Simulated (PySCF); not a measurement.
CH3N2S, multiplicity 2. Atoms are numbered in the order given.

```xyz
7

N      0.9545    -0.9430     0.8073
C     -0.0565    -0.2929     0.3039
N     -1.3241    -0.6924     0.5377
S      0.2896     0.9700    -0.8130
H      1.8060    -0.3781     0.7975
H     -1.4536    -1.5546     1.0533
H     -2.0597    -0.3826    -0.0812
```
Charge 0, spin multiplicity 2.

Geometry: PBE0-D3(BJ)/def2-SVP. The isomer is the one that the SMILES or the coordinates give; other isomers of the formula were not compared. The values are those of a single conformer.

Computed with B3LYP/def2-TZVPD (PySCF).

Mulliken values depend strongly on the basis, most of all with diffuse functions as here. ESP charges are fitted to the potential on shells at 1.4 to 2.0 van der Waals radii. Atomic charges (e):

```json
[
 {"atom": "N1", "meta-Löwdin": "-0.42", "ESP fit": "-0.58", "Mulliken spin": "0.39"},
 {"atom": "C2", "meta-Löwdin": "0.17", "ESP fit": "0.40", "Mulliken spin": "-0.12"},
 {"atom": "N3", "meta-Löwdin": "…", "ESP fit": "-0.64", "Mulliken spin": "-0.01"},
 {"atom": "S4", "meta-Löwdin": "-0.09", "ESP fit": "-0.19", "Mulliken spin": "0.75"},
 {"atom": "H5", "meta-Löwdin": "…", "ESP fit": "0.32", "Mulliken spin": "-0.01"},
 {"atom": "H6", "meta-Löwdin": "…", "ESP fit": "0.36", "Mulliken spin": "0.00"},
 {"atom": "H7", "meta-Löwdin": "…", "ESP fit": "0.33", "Mulliken spin": "0.00"}
]
```

**Question.** Complete the blanks. (An estimate is asked for; the answer gives what the named calculation found.)

**Answer.** 
- N3, meta-Löwdin: -0.40
- H5, meta-Löwdin: 0.23
- H6, meta-Löwdin: 0.25
- H7, meta-Löwdin: 0.25
